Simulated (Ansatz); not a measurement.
One change: `CC(C)[O][Mg][F]` becomes `CC(C)[O][SnH2][F]`.

Ansatz, PBE0-D4/def2-TZVP geometries, multiplicity 1. Each molecule was computed in one conformer, which needn't be the lowest.

Elements past krypton have def2 core potentials.

| property | `CC(C)[O][Mg][F]` |
| --- | --- |
| LUMO energy (PBE0/def2-TZVPP) / eV | -1.36 |
| size of the dipole moment (B3LYP/def2-TZVPP) / D | 1.72 |
| size of the dipole moment (PBE/def2-TZVPP) / D | 1.65 |
| HOMO–LUMO gap (PBE0/def2-TZVPP) / eV | 6.00 |
| size of the dipole moment (ωB97M-V/def2-TZVPP) / D | 1.71 |
| HOMO energy (PBE/def2-TZVPP) / eV | -5.91 |

Problem. What does the change do to each property? (An estimate is asked.)

Solution. The calculation gave: 
| property | `CC(C)[O][SnH2][F]` | shift |
| --- | --- | --- |
| LUMO energy (PBE0/def2-TZVPP) / eV | -0.50 | 0.86 |
| size of the dipole moment (B3LYP/def2-TZVPP) / D | 2.32 | 0.60 |
| size of the dipole moment (PBE/def2-TZVPP) / D | 2.19 | 0.54 |
| HOMO–LUMO gap (PBE0/def2-TZVPP) / eV | 7.45 | 1.45 |
| size of the dipole moment (ωB97M-V/def2-TZVPP) / D | 2.34 | 0.63 |
| HOMO energy (PBE/def2-TZVPP) / eV | -6.42 | -0.51 |

With PBE0 the HOMO falls by 0.59 eV and the LUMO rises by 0.86 eV, so the gap widens by about 1.45 eV. PBE moves the HOMO by -0.51 eV and ωB97M-V by -0.57 eV. Dipoles are sizes alone; their direction can turn.

Positive LUMOs are unbound, so they and the gaps depend on the basis.

B3LYP here is the variant with VWN-RPA as its local correlation; programs differ in this.
